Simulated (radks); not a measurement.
The numbers below are computed, except where a source is named.
Neutral chromium: order these configurations by energy. Level of theory: Dirac Kohn-Sham, BLYP, spin-unpolarised, spherical densities, finite nucleus; Fermi nuclear charge, rms radius of each element as measured or else 0.836 A^(1/3) + 0.57 fm (a radial shooting solver on a logarithmic mesh with Libxc functionals). Sub-shells are occupied by j as written (lower j first in brackets). [Ar] 3d(3/2: 3, 5/2: 0) 4s2 4p(1/2: 1, 3/2: 0); [Ar] 3d(3/2: 3, 5/2: 1) 4s1 4p(1/2: 1, 3/2: 0); [Ar] 3d(3/2: 3, 5/2: 1) 4s2; [Ar] 3d(3/2: 4, 5/2: 0) 4s1 4p(1/2: 1, 3/2: 0); [Ar] 3d(3/2: 4, 5/2: 0) 4s2; [Ar] 3d(3/2: 4, 5/2: 1) 4s1.

Answer. From the lowest, in eV above it: [Ar] 3d(3/2: 4, 5/2: 0) 4s2 0.000; [Ar] 3d(3/2: 3, 5/2: 1) 4s2 0.089; [Ar] 3d(3/2: 4, 5/2: 1) 4s1 0.186; [Ar] 3d(3/2: 4, 5/2: 0) 4s1 4p(1/2: 1, 3/2: 0) 3.593; [Ar] 3d(3/2: 3, 5/2: 1) 4s1 4p(1/2: 1, 3/2: 0) 3.684; [Ar] 3d(3/2: 3, 5/2: 0) 4s2 4p(1/2: 1, 3/2: 0) 6.818.
